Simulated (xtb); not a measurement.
C3H2Br2, SMILES BrC=C=CBr. All values are semi-empirical tight-binding results from xtb (GFN2-xTB unless named), good for trends rather than for accurate numbers. The structure is a stationary point at GFN2-xTB.

Computed properties:
```
Quantity                                         Result
----------------------------------------  -------------
point group as xtb finds it                          C2
orbital gap                                     3.87 eV
zero-point energy                         22.3 kcal/mol
G − E(el) at 298.15 K (modified RRHO)      2.2 kcal/mol
static polarisability (D4 model)             74.6 bohr³
solvation energy, GFN2-xTB/ALPB(water)    -2.1 kcal/mol
solvation energy, GFN2-xTB/ALPB(toluene)  -6.0 kcal/mol
```
